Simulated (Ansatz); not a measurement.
The cluster Os₂O₂⁺. Total charge 1; doublet. Geometry PBE0-D4/def2-TZVP.

```xyz
4

Os   -1.035    0.409   -0.597
Os    1.137    0.254    0.604
O     0.539   -0.411   -1.079
O    -0.640   -0.252    1.072
```

In the def2 sets Os takes a core potential; there is no spin–orbit coupling. At PBE-D4/def2-TZVP, r2SCAN-D4/def2-TZVP, r2SCANh-D4/def2-TZVP, PBE0-D4/def2-TZVP and others the charge 1 doublet is spin-contaminated (final ⟨S²⟩ up to 2.01, 0.75 for a pure state). Another isomer (doublet) lies 1.51 eV lower at PBE0-D4/def2-TZVP; other spin states weren't run for this one.

(1) Estimate the α-spin orbital energies around the gap (eV) in Ansatz with PBE-D4/def2-TZVP, r2SCAN-D4/def2-TZVP, r2SCANh-D4/def2-TZVP, PBE0-D4/def2-TZVP, ωB97M-V/def2-TZVP.

Results:

(1) 
| orbital | PBE-D4/def2-TZVP | r2SCAN-D4/def2-TZVP | r2SCANh-D4/def2-TZVP | PBE0-D4/def2-TZVP | ωB97M-V/def2-TZVP |
| --- | --- | --- | --- | --- | --- |
| HOMO−5 | -12.84 | -13.06 | -13.53 | -13.97 | -16.09 |
| HOMO−4 | -11.55 | -12.16 | -12.80 | -13.30 | -15.54 |
| HOMO−3 | -11.38 | -12.06 | -12.66 | -13.12 | -15.36 |
| HOMO−2 | -11.37 | -11.88 | -12.42 | -12.88 | -15.15 |
| HOMO−1 | -10.80 | -10.78 | -11.20 | -11.73 | -13.98 |
| HOMO | -10.61 | -10.70 | -11.15 | -11.71 | -13.96 |
| LUMO | -10.01 | -9.47 | -9.00 | -8.61 | -6.56 |
| LUMO+1 | -9.65 | -9.34 | -8.80 | -8.31 | -6.31 |
| LUMO+2 | -9.17 | -9.04 | -8.65 | -8.11 | -5.90 |
| LUMO+3 | -8.77 | -8.69 | -8.38 | -7.93 | -5.67 |
| LUMO+4 | -8.29 | -7.99 | -7.51 | -6.98 | -5.03 |
| LUMO+5 | -8.07 | -7.62 | -7.22 | -6.90 | -4.77 |
| β HOMO | -10.51 | -10.84 | -11.31 | -11.82 | -14.10 |
| β LUMO | -10.21 | -9.84 | -9.32 | -8.81 | -6.80 |
